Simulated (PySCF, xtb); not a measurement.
Si(F)(Br)(OH)(OMe) (CH4BrFO2Si), SMILES [Si](Br)(F)(O)OC.

GFN2-xTB in xtb at its own geometry gives an orbital gap of 7.89 eV and a dipole moment of 4.72 D.

Geometry: B3LYP-D3(BJ)/def2-SVP. Other conformers were not sampled.

What does PBE/def2-TZVP run with PySCF give? (Estimate from the structure and the level; the computed values follow.)

gap 6.47 eV (levels -7.26 and -0.79 eV), dipole 2.02 D.
